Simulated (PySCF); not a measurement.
C₉H₁₀OSi.
Atom-mapped SMILES: `[SiH3:1][CH2:2][c:3]1[o:4][cH:5][c:6]2[cH:7][cH:8][cH:9][cH:10][c:11]12`

Definitions: NICS(0) = −σiso at the ring centroid; NICS(1) = −σiso and NICS(1)zz = −σzz at ±1 Å along the ring normal z. Level: GIAO PBE0/pcSseg-1 (PySCF, non-relativistic, gas phase) on the PBE0-D3(BJ)/def2-SVP geometry, one conformer.

Rings: 1. C3–O4–C5–C6–C11; 2. C6–C7–C8–C9–C10–C11.

```csv
set,NICS(0),"NICS(1), two faces","NICS(1)zz, two faces"
P,-5.2,-7.9 / -7.9,-17.6 / -17.4
Q,-15.1,-13.0 / -12.9,-33.4 / -33.8
```

Question: Which set (ppm) belongs to which ring?

Answer: P = 2, Q = 1.
- 1 (5-membered ring with O; formal bonds all aromatic): mean NICS(1)zz -33.6 ppm, shielded. For a flat ring without four-coordinate atoms the NICS criterion counts such a value as aromatic, though in fused rings the probe also feels the neighbouring ring.
- 2 (6-membered carbocycle; formal bonds all aromatic): mean NICS(1)zz -17.5 ppm, shielded.

Question: How do the rings differ in shape?

Answer: 
```csv
ring,bond lengths (Å),rms pucker (Å),HOMA,nearest outside atom to a NICS(1) probe (Å)
1,"1.346, 1.348, 1.377, 1.449, 1.384",0.00,0.38,hydrogen 2.45
2,"1.427, 1.368, 1.434, 1.368, 1.425, 1.449",0.00,0.59,hydrogen 2.67
```

HOMA = 1 − mean of α(R − Ropt)² over the ring bonds, with Krygowski's 1993 parameters (CC: Ropt 1.388 Å, α 257.7 Å⁻²; CO: Ropt 1.265 Å, α 157.38 Å⁻²).

The values belong to the conformer `[SiH3:1][CH2:2][c:3]1[o:4][cH:5][c:6]2[cH:7][cH:8][cH:9][cH:10][c:11]12`: Si1–C2–C3–O4 -92°.
